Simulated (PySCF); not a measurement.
Compound: C₈H₈FN₃.
Atom-mapped SMILES: `[CH3:1][CH2:2][c:3]1[cH:4][cH:5][c:6]2[c:7]([F:8])[n:9][n:10][n:11]2[cH:12]1` (hydrogens: H13, H14, H15 on C1; H16, H17 on C2; H18 on C4; H19 on C5; H20 on C12)

Cartesian coordinates in Å at the GFN2-xTB level; atoms count from 1:
```xyz
20
C8H8FN3 angstrom
C      2.9025   -0.1251    0.4992
C      2.0729    0.2332   -0.7354
C      0.6077    0.1857   -0.4175
C     -0.0009    1.2725    0.2668
C     -1.3220    1.2435    0.6004
C     -2.0721    0.1091    0.2559
C     -3.3840   -0.3699    0.3725
F     -4.4126    0.2495    0.9399
N     -3.4735   -1.5703   -0.1770
N     -2.3173   -1.9135   -0.6465
N     -1.4566   -0.9356   -0.4060
C     -0.1426   -0.9053   -0.7384
H      3.9629   -0.0785    0.2656
H      2.6650   -1.1318    0.8349
H      2.6969    0.5657    1.3135
H      2.2984   -0.4681   -1.5395
H      2.3402    1.2372   -1.0697
H      0.6039    2.1302    0.5164
H     -1.8083    2.0557    1.1161
H      0.2342   -1.7736   -1.2541
```

Computed at PBE0/pcSseg-1 (PySCF, non-relativistic), with Q(14N) = 0.02044 b: N9, 14N (I = 1): χzz = -5.195 MHz, η = 0.116; N10, 14N (I = 1): χzz = 4.670 MHz, η = 0.813; N11, 14N (I = 1): χzz = -1.798 MHz, η = 0.587.

Q: Where would the pure quadrupole (NQR) lines of 14N at N9 fall for the rigid, isolated species?

A: From ν± = (3/4)|χ|(1 ± η/3) and ν0 = |χ|η/2: ν+ 4.047 MHz, ν− 3.745 MHz, ν0 0.302 MHz (pyridine-type nitrogen).

Q: Find the zero-field quadrupole resonance frequencies of 14N at N10.

A: From ν± = (3/4)|χ|(1 ± η/3) and ν0 = |χ|η/2: ν+ 4.452 MHz, ν− 2.553 MHz, ν0 1.899 MHz (pyridine-type nitrogen).

Q: Where would the pure quadrupole (NQR) lines of 14N at N11 fall for the rigid, isolated species?

A: From ν± = (3/4)|χ|(1 ± η/3) and ν0 = |χ|η/2: ν+ 1.613 MHz, ν− 1.085 MHz, ν0 0.528 MHz (pyrrole-type nitrogen).

In a crystal, neighbours and librations shift these lines. GFN2-xTB bond lengths can be off by several hundredths of an ångström, more for odd bonds, and the gradients follow them. The small basis limits the accuracy of the gradients.

These values come from a run that also computed NMR shieldings. Rough CPU time on one thread of a shared machine: about 2.4 min.

One conformer stands for the species.
